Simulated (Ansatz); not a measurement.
The cluster Si₄Ni⁺. The state is a doublet with charge 1. Geometry PBE-D4/def2-SVP; atoms count from 1.

```xyz
5

Ni   -0.557    0.893    1.303
Si    1.256    1.881    0.572
Si    0.718    0.023   -0.613
Si   -0.173   -1.895   -1.559
Si   -1.244   -0.901    0.297
```

Another isomer (doublet) lies 0.53 eV lower at PBE0-D4/def2-TZVP; other spin states weren't run for this one.

(1) Estimate the Mulliken populations from the PBE0/def2-TZVP orbitals of Ansatz.

(2) Where does the spin sit?

(3) And the Mayer bond orders between heavy atoms (over 0.3)?

## Answers

(1) 
| atom | charge (e) | spin (α − β) | d electrons |
| --- | --- | --- | --- |
| Ni1 | 0.22 | 0.75 | 8.85 |
| Si2 | 0.25 | 0.05 | – |
| Si3 | 0.16 | 0.00 | – |
| Si4 | 0.23 | 0.11 | – |
| Si5 | 0.15 | 0.09 | – |
Mulliken values depend strongly on the basis.

(2) Summed by element: Ni 0.75, Si 0.25, of 1 unpaired in all. Largest on single atoms: Ni1 0.75, Si4 0.11, Si5 0.09.

(3) Ni1–Si2 0.98 (2.19 Å); Ni1–Si3 0.50 (2.46 Å); Ni1–Si5 1.01 (2.17 Å); Si2–Si3 1.20 (2.27 Å); Si3–Si4 1.12 (2.32 Å); Si3–Si5 0.90 (2.35 Å); Si4–Si5 1.03 (2.36 Å).
